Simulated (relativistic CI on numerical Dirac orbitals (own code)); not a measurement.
**Nb²⁺: 4d valence photoemission**

Computed with this model: Dirac-Coulomb-Breit CI, separate exchange-only KLI orbitals for each configuration, a model potential for QED, valence Slater integrals scaled by 0.7, multiplet model of photoemission in the sudden approximation; configurations [Kr] 4d3 → [Kr] 4d2; 300 K; Lorentzian 0.42 eV and Gaussian 0.5 eV FWHM. Energies are those of the free ion, without screening or charge transfer. The energies are binding energies and can lie tens of eV above those of solids. S is read from ⟨S²⟩ = S(S + 1).

Field parameters in Wybourne normalisation: D3d B²₀ = −7Dσ, B⁴₀ = −14Dq − 21Dτ, B⁴₃ = −14√(10/7) Dq; Oh B⁴₀ = 21Dq, B⁴₄ = √(5/14) B⁴₀; Td as Oh with Dq negative (B⁴₀ = 21Dq, B⁴₄ = √(5/14) B⁴₀). The field is a parameter set, without covalency.

free ion: ground-state S = 1.50, centroid 24.18 eV. Peaks (eV, height): 24.0 (100), 25.0 (32).

Td, 10Dq = -4700 cm⁻¹: ground-state S = 1.49, centroid 24.29 eV. Peaks (eV, height): 24.3 (100).

D3d, 10Dq = 18750, Dσ = 830, Dτ = 220 cm⁻¹: ground-state S = 1.50, centroid 25.14 eV. Peaks (eV, height): 25.0 (100).

Oh, 10Dq = 25950 cm⁻¹: ground-state S = 1.50, centroid 25.45 eV. Peaks (eV, height): 25.4 (100).

Td, 10Dq = -10600 cm⁻¹: ground-state S = 0.80, centroid 24.24 eV. Peaks (eV, height): 23.5 (100), 24.5 (78).

Oh, 10Dq = 35750 cm⁻¹: ground-state S = 1.50, centroid 25.93 eV. Peaks (eV, height): 25.9 (100).

Strongest unbroadened transitions for free ion:

```tsv
Energy (eV)	Relative strength
23.81	0.3
23.88	9.8
23.93	0.8
23.94	100.0
24.00	11.1
24.06	36.3
24.07	0.7
24.14	2.6
24.20	1.4
24.79	0.1
24.86	0.4
24.93	0.2
24.95	1.1
25.00	3.6
25.01	17.2
25.05	15.4
25.12	0.9
25.18	1.8
```
